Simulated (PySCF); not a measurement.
System: 1,1,1,2,2,2-hexafluoroethane, C$_{2}$F$_{6}$ (charge 0, singlet). 
Structure (B3LYP-D3(BJ)/def2-TZVP (Ansatz) minimum search):
```xyz
8

F     -1.4128     0.5032    -0.9145
C     -0.7531    -0.1907     0.0136
F     -1.2685     0.0845     1.2122
F     -0.8949    -1.4935    -0.2333
C      0.7531     0.1907    -0.0136
F      0.8949     1.4935     0.2333
F      1.2685    -0.0845    -1.2122
F      1.4128    -0.5032     0.9145
```
Charge 0, spin multiplicity 1.

Dispersion corrections to the total energy (kcal/mol) from the dftd3 and dftd4 libraries through PySCF: D3(BJ) without and D4 with the three-body term, each with the damping fitted for the functional named.

```tsv
functional	D3(BJ)	D4
TPSS	-3.59	…
B2GP-PLYP	…	-1.45
PBE0	-2.42	-2.95
B2PLYP	-2.17	-2.48
B3LYP	-4.93	-5.68
BP86	-4.30	-4.53
PBE	-2.91	…
```

**Question.** What belongs in the gaps?

**Answer.** 
- TPSS, D4: -4.85
- B2GP-PLYP, D3(BJ): -1.53
- PBE, D4: -3.56
